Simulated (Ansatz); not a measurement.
Computed with Ansatz on PBE0-D4/def2-TZVP structures; ΔE is electronic, products minus reactants. CCSD(T)/CBS is the MP2 limit (def2-TZVPP, def2-QZVPP) plus CCSD(T) − MP2 in def2-TZVPP, frozen cores. This one scheme is used for every species. DFT in def2-TZVPP. def2 core potentials past Kr. For In outer-core shells are correlated without core-valence functions, which leaves a few kJ/mol of doubt a bond. Each species was taken in one conformer, which may not be the lowest.

Consider the ligand exchange at the In–F bond: `C[CH2][In]([OH])[F]` + HCl → `C[CH2][In]([OH])[Cl]` + H–F.

```csv
level,ΔE (kJ/mol),difference from CCSD(T)/CBS
r2SCAN-D4,-54.6,5.8
PBE0-D4,-62.1,-1.7
BHLYP-D4,-62.3,-1.9
ωB97M-V,-56.6,3.8
B2PLYP,-53.4,7.0
revPBE,-47.7,12.7
CAM-B3LYP,-47.6,12.8
RPA@PBE/def2-TZVPP,-53.3,7.1
MP2/def2-QZVPP,-65.0,-4.6
HF/CBS(def2),-60.6,-0.2
CCSD(T)/CBS,-60.4,0
```

Largest T1 diagnostic among the species: 0.015.

From BLYP to BHLYP (50 % exact exchange), in def2-TZVPP and without D4, ΔE moves by −16.3 kJ/mol. At CCSD(T), def2-SVP lies +9.3 kJ/mol from the extrapolated value and def2-TZVPP +0.7 kJ/mol.

CCSD(T)/CBS has its own doubt, a few kJ/mol and more with outer-core shells, so smaller differences from it don't rank the levels.
